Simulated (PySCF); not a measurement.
GaBr3, SMILES [Br][Ga]([Br])[Br]. Heavy atoms are numbered as in [Ga:1]([Br:2])([Br:3])[Br:4].

Geometry: B3LYP-D3(BJ)/def2-SVP. The isomer is the one that the SMILES or the coordinates give; other isomers of the formula were not compared.

The numbers are results of ωB97X/def2-TZVP (PySCF), not measurements.

Atomic charges (e), one atom of each kind:

| atom | Mulliken | meta-Löwdin |
|---|---|---|
| Ga1 | 0.52 | ___ |
| Br2 | -0.17 | ___ |

Task: Complete the blanks. (An estimate is asked for; the answer gives what the named calculation found.)

Result: 
- Ga1, meta-Löwdin: 0.63
- Br2, meta-Löwdin: -0.21
